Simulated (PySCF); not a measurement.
# Electron correlation in O⁻ (oxygen, charge -1)

[He] 2s2 2p5, 2P determinant. Computed with PySCF 2.14 in dyall-acv3z, with no relativity, point nucleus. Frozen: nothing; 9 electrons correlated; the 5 highest virtual orbitals of each spin left out.

| level | correlation energy (mhartree) |
| --- | --- |
| CCSD | -285.59 |
| (T) | -9.59 |
| CCSD(T) | -295.18 |

Diagnostics: T1 = 0.021, D1 = 0.0473, largest double amplitude 0.040.

Is a single reference adequate?

Yes: T1 lies below 0.03 and no double amplitude reaches 0.07.
